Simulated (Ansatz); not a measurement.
```yaml
atoms:
  - { symbol: C, position_ang: [0.0000, 0.6580, 0.0000] }
  - { symbol: C, position_ang: [-1.1436, 1.2887, 0.0000] }
  - { symbol: C, position_ang: [-2.2363, 0.6507, 0.0000] }
  - { symbol: C, position_ang: [-2.2363, -0.6507, 0.0000] }
  - { symbol: C, position_ang: [-1.1436, -1.2887, 0.0000] }
  - { symbol: C, position_ang: [0.0000, -0.6580, 0.0000] }
  - { symbol: C, position_ang: [2.2363, 0.6507, 0.0000] }
  - { symbol: C, position_ang: [1.1436, 1.2887, 0.0000] }
  - { symbol: C, position_ang: [1.1436, -1.2887, 0.0000] }
  - { symbol: C, position_ang: [2.2363, -0.6507, 0.0000] }
  - { symbol: H, position_ang: [-1.1412, 2.2946, 0.0000] }
  - { symbol: H, position_ang: [-3.1100, 1.1482, 0.0000] }
  - { symbol: H, position_ang: [-3.1100, -1.1482, 0.0000] }
  - { symbol: H, position_ang: [-1.1412, -2.2946, 0.0000] }
  - { symbol: H, position_ang: [3.1100, 1.1482, 0.0000] }
  - { symbol: H, position_ang: [1.1412, 2.2946, 0.0000] }
  - { symbol: H, position_ang: [1.1412, -2.2946, 0.0000] }
  - { symbol: H, position_ang: [3.1100, -1.1482, 0.0000] }
```

RHF on singlet C₁₀H₈ was run in several spherical basis sets with Ansatz (development build ahead of 0.2.0). Caution for RHF: no unrestricted run beside it, a lower state can exist.

Problem. Rank the basis sets by the total energy that they give, lowest first, with the distance from the lowest.
A. def2-SVP
B. cc-pVDZ
C. 6-31G(d)

Solution. B (0.00 eV), C (0.50 eV), A (8.46 eV).

Totals follow the description of the cores as much as that of the bonds, so this order isn't one of quality for chemistry.
